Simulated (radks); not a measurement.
Values are calculated unless marked as measured or tabulated.
How relativity changes the ionisation of the iodine ion I2+ ([Kr] 4d10 5s2 5p3) to I3+ ([Kr] 4d10 5s2 5p2). Spin-unpolarised spherical Kohn-Sham, PBE, point nucleus unless stated (finite: rms radius 4.75 fm), a radial shooting solver on a logarithmic mesh with Libxc functionals. A level marked "c x" has the speed of light scaled by that factor and shares open shells by 2j + 1; other Dirac levels either fill j = l - 1/2 first or share by 2j + 1.

| level | E(I2+) (hartree) | E(I3+) (hartree) | IE (eV) | HOMO | <r> HOMO (bohr) |
|---|---|---|---|---|---|
| non-rel. | -6918.89095 | -6917.81739 | 29.213 | 5p | 2.229 |
| scalar-rel. | -7115.25853 | -7114.18072 | 29.329 | 5p | 2.208 |
| scalar-rel., finite nucleus | -7115.02507 | -7113.94724 | 29.329 | 5p | 2.208 |
| Dirac, 2j+1 shares | -7117.88450 | -7116.80544 | 29.363 | 5p3/2 | 2.234 |
| Dirac, low j first | -7117.93185 | -7116.87625 | 28.724 | 5p3/2 | 2.238 |
| Dirac, 2j+1 shares, finite nucleus | -7117.65023 | -7116.57115 | 29.363 | 5p3/2 | 2.234 |
| Dirac, c x 1.5 | -7003.64223 | -7002.56640 | 29.275 | 5p3/2 | 2.231 |
| Dirac, c x 10 | -6920.73899 | -6919.66538 | 29.214 | 5p3/2 | 2.229 |
| Dirac, c x 100 | -6918.90941 | -6917.83586 | 29.213 | 5p3/2 | 2.229 |

NIST Atomic Spectra Database: 29.57 eV (measured). The relativistic part of the total energy of I2+ is -198.8 hartree (Dirac, 2j+1 shares, finite nucleus), 2.9 % of the non-relativistic value. Spin polarisation and multiplet splitting of open shells are left out at every level.

Beside tabulated values, note that relativity, absent from the non-relativistic runs, is large for the heavy elements, and spin-unpolarised runs miss the spin-polarisation part of the exchange energy of open shells.
